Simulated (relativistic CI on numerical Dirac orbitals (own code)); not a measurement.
**Hyperfine structure of Ir38+, mass number 191**

Computed by Dirac-Coulomb-Breit CI, KLI orbitals optimised for each configuration, model QED, unscaled Slater integrals (own radial code, finite nucleus).

Configuration list (outside the closed core [Ar] 3d10): 4s²4p⁶4d³, 4s²4p⁶4d²4f, 4s²4p⁵4d⁴, 4s4p⁶4d⁴, 4s4p⁶4d³4f, 4s²4p⁶4d²5s, 4s²4p⁶4d4f5s, 4s²4p⁶4d²5p, 4s²4p⁶4d²5d, 4s²4p⁵4d³5s, 4s²4p⁶4d4f², 4s²4p⁶4f³, 4s4p⁶4d4f³, 4s²4p⁶4f²5s, 4s²4p⁶4f²5p, 4s²4p⁶4d5s², 4s²4p⁶4f5s², 4s4p⁶4d4f5s², 4s²4p⁶5s²5p. Double excitations out of closed p, d and f shells are left out; levels of such configurations are missing from the list, as are those of other unlisted configurations, and high levels can miss mixing partners. These lack a partner that the ground configuration has and come out too high: 4s²4p⁶4d²5d, 4s²4p⁵4d³5s.

Nuclear spin I = 3/2, μ = 0.1502 μN, Q = 0.816 b (tables of Stone and Pyykkö). The electronic factors are computed for point nuclear moments, without core polarisation or the Bohr-Weisskopf and QED corrections.

```csv
Level,E (eV),A (MHz),B (MHz)
4s²4p⁶4d³ ⁴F5/2,19.1954,1842,-8680
4s²4p⁶4d³ ⁴P1/2,23.9277,-1313,
4s²4p⁶4d³ ⁴F7/2,42.3701,1511,-1220
4s²4p⁶4d³ ⁴F9/2,44.4656,1567,5470
4s²4p⁶4d³ ²P1/2,47.2111,-566.3,
4s²4p⁶4d³ ²H11/2,48.9021,1763,35100
```

Levels with J = 0, under 50 % of one LS term, or S terms without an open s electron are left out. Small factors come from cancelling terms and can be off by tens of per cent or more.

At this charge energies of transitions that change n are usually good to better than 1 %, and those within a shell (Δn = 0) to a few per cent. Terms inside the open d or f shell come out 10 to 20 % too wide with unscaled integrals.

Question: Give the hyperfine levels of 4s²4p⁶4d³ ⁴F5/2 relative to its centre of gravity.

Answer: With K = F(F + 1) − I(I + 1) − J(J + 1), E = AK/2 + B[¾K(K + 1) − I(I + 1)J(J + 1)]/[2I(2I − 1)J(2J − 1)]: F = 1: -15750, F = 2: -5118, F = 3: 4314, F = 4: 4737 MHz.

LS names give the leading component of a level, which can be under half, so a name can repeat, a term be missing and a line seem to break the LS rules.
